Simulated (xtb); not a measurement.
AlOF, SMILES [F][Al]=[O]. All values are semi-empirical tight-binding results from xtb (GFN2-xTB unless named), good for trends rather than for accurate numbers. Geometry: GFN2-xTB.

Optimised geometry:

```xyz
3

Al     0.0000     0.0000    -0.0741
O      0.0000     0.0000    -1.6407
F      0.0000     0.0000     1.5654
```
Charge 0, spin multiplicity 1.

For metal compounds this method's bond lengths and energies can be far off.

Computed properties:
```json
{
 "point_group_as_xtb_finds_it": "C∞v",
 "orbital_gap": "3.36 eV",
 "zero_point_energy": "3.4 kcal/mol",
 "G − E(el) at 298.15 K (modified RRHO)": "-11.1 kcal/mol"
}
```

Computed atomic charges and the Wiberg bond orders between heavy atoms:
charges (e) Al1 0.54, O2 -0.39, F3 -0.15. Bond orders Al1–O2 2.21, Al1–F3 1.37.
